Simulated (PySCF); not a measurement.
**Computed properties of Al(Cl)(I)(OMe) (CH3AlClIO), SMILES C[O][Al]([Cl])[I]**

Al(Cl)(I)(OMe) (CH3AlClIO), SMILES C[O][Al]([Cl])[I]. Coordinates come from a B3LYP-D3(BJ)/def2-SVP optimisation. The structure was generated by enumeration; whether it is a known compound was not checked. The def2 effective core potentials stand for the cores of I; spin–orbit coupling is left out. Other conformers were not sampled. All values are computed for the isolated molecule unless a solvent is named; none is compared with measurement here.

**Structure.** The optimised structure has Cs symmetry. All 18 harmonic modes at B3LYP-D3(BJ)/def2-SVP (PySCF) are real, so it is a minimum. With heavy atoms numbered as in [Al:1]([Cl:2])([I:3])[O:4][CH3:5], the shortest bond between them is O4–C5 at 1.401 Å and the longest Al1–I3 at 2.467 Å.

**Vibrations.** The strongest infrared lines (harmonic, unscaled, degenerate partners summed) lie at 1239 cm⁻¹ (317 km/mol, O 53 %, C 30 %, H 13 %), 564 cm⁻¹ (198 km/mol, Al 63 %, Cl 29 %), 2993 cm⁻¹ (82 km/mol, H 97 %). The softest mode is at 70 cm⁻¹ and the zero-point energy is 28.0 kcal/mol.

**Electronic structure.** r2SCAN/def2-TZVP (PySCF) places the frontier levels at -7.14 and -1.65 eV, a gap of 5.49 eV, and gives a dipole moment of 1.74 D and a mean polarisability of 83.0 bohr³. PBE/def2-TZVP (PySCF) at the same geometry gives -6.82 and -2.05 eV, so its gap is 0.72 eV narrower. An orbital gap is neither the optical nor the fundamental gap.

**Excitations.** TDA-B3LYP/def2-SVPD (PySCF) has S1 at 5.18 eV (239 nm, f = 0.021, weak); the most intense of the 10 singlets computed lies at 6.78 eV (f = 0.11). T1 (TDA) is at 4.88 eV, 0.30 eV under S1. TDA-PBE/def2-SVPD (PySCF) puts S1 at 4.81 eV. No vertical singlet excitation falls in the visible range (under 3.1 eV).
